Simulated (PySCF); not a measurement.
# Polarisability and C₆ of In(2+) (indium, charge +2)

[Kr] 4d10 5s1, 2S determinant. All numbers are calculated (PySCF 2.14, a scalar-relativistic core potential, in aug-cc-pVTZ-PP with one added diffuse shell each of d, f type with ECP28MDF (6s5p5d3f, 67 functions)). Coupled (time-dependent) response in atomic units; α is the mean over directions.

```tsv
method	mean α (bohr³)	C₆ (like pair)	S(−4)
UHF	17.48	74.18	235.1
PBE	13.06	54.98	109.3
PBE0	13.85	58.04	128.8
BLYP	12.58	52.64	100.0
PW91	13.04	54.84	109.0
```

S(−4) is the Cauchy moment in α(ω) = α(0) + S(−4) ω² + …

α(iu) at UHF:

```tsv
u (hartree)	α(iu) (bohr³)
0	17.48
0.0500	16.91
0.100	15.45
0.200	11.70
0.300	8.680
0.500	5.349
0.750	3.532
1.00	2.606
1.50	1.641
2.00	1.132
3.00	0.6223
5.00	0.2612
```

A single London oscillator, α(iu) = α/(1 + u²/ω²), gives C₆ = (3/4) ω α². Matching the computed C₆ needs ω = 4 × 74.18 / (3 × 17.48²) = 0.324 hartree.

For an ion, C₆ is the dispersion term alone; charge-induced terms of lower order in 1/R come first.

Energies and moments cover only the electrons outside the core potential.
